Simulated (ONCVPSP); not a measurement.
# PBEsol ONCV dataset for Nd, fully relativistic all-electron reference.

```json
{"Element": "neodymium (Nd)", "Generator": "ONCVPSP 4.0.1", "Type": "optimised norm-conserving Vanderbilt (ONCV)", "Functional": "PBEsol", "Relativity": "fully relativistic", "Frozen core": "[Kr]", "Valence charge": "24", "Reference configuration": "4d10 4f3.5 5s2 5p6 5d0.5 6s2", "Partial waves": "5s+6s: rc 2.00 bohr, ncon 4, nbas 8, qcut 7.3 1/bohr, 3 projectors, debl 2.3 Ha; 5p: rc 1.60 bohr, ncon 4, nbas 7, qcut 4.7 1/bohr, 2 projectors, debl 3.7 Ha; 4d+5d: rc 1.35 bohr, ncon 3, nbas 7, qcut 9.3 1/bohr, 3 projectors, debl 1.5 Ha; 4f: rc 1.50 bohr, ncon 5, nbas 10, qcut 9.8 1/bohr, 2 projectors, debl 1.2 Ha", "Local potential": "polynomial inside 1.20 bohr (lpopt 5, dvloc0 -1 Ha)", "Core correction": "Teter function fitted to the true core (icmod 2), fcfact 0.75"}
```

Open shells are filled in proportion to 2j + 1.

All-electron outer shells of the reference configuration (PBEsol, scalar-relativistic, ld1.x):

```tsv
shell	level (eV)	outermost node (bohr)	outermost maximum (bohr)
4p	-228.87	0.32	0.59
4d	-119.61	0.29	0.62
5s	-42.07	0.72	1.31
5p	-23.37	0.77	1.48
4f	-4.20	–	0.66
6s	-3.72	1.75	3.69
5d	-2.43	0.88	2.16
```

Does the generator finish with these settings?

No. ONCVPSP 4.0.1 stopped with "ERROR pspot: first pseudo wave function has node, program will stop": the optimised pseudo-wave of the first projector has a node, so the radial equation cannot be inverted for a potential. It happened in the s channel.
